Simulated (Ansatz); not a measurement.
CH₆AlNSSi (`C[Si]1(N)[AlH][S]1`) from Hartree–Fock to CCSD(T)

Cartesian coordinates in Å:
```
C 0.2020 1.0207 -1.2983
Si -0.0455 -0.0737 0.1922
N 1.2818 0.2220 1.2318
Al -1.9785 -1.2202 0.7803
S -0.4323 -2.1706 -0.4205
H 1.1607 0.7926 -1.7748
H 0.2023 2.0741 -1.0091
H -0.5859 0.8567 -2.0341
H 2.1834 0.4584 0.8469
H 1.3711 -0.2515 2.1153
H -3.3590 -1.7087 1.3703
```

Charge 0, multiplicity 1. All single points use the PBE0-D4/def2-TZVP geometry. It is one conformer, not always the lowest. Frozen core, restricted reference, Ansatz. CBS rows extrapolate triple and quadruple zeta; past MP2 they add the triple-zeta difference.

```json
{"basis": "def2-TZVPP", "HF (Eh)": "-1024.34288", "MP2 corr.": "-0.75462"}
{"basis": "def2-QZVPP", "HF (Eh)": "-1024.37424", "MP2 corr.": "-0.81231"}
```

Estimate the CCSD correlation energy and the (T) correction in each basis where they were run (hartree).


```json
{"basis": "def2-TZVPP", "CCSD corr.": "-0.80434", "(T)": "-0.03690"}
{"basis": "CBS(def2)", "CCSD corr.": "-0.90478", "(T)": "as TZ"}
```
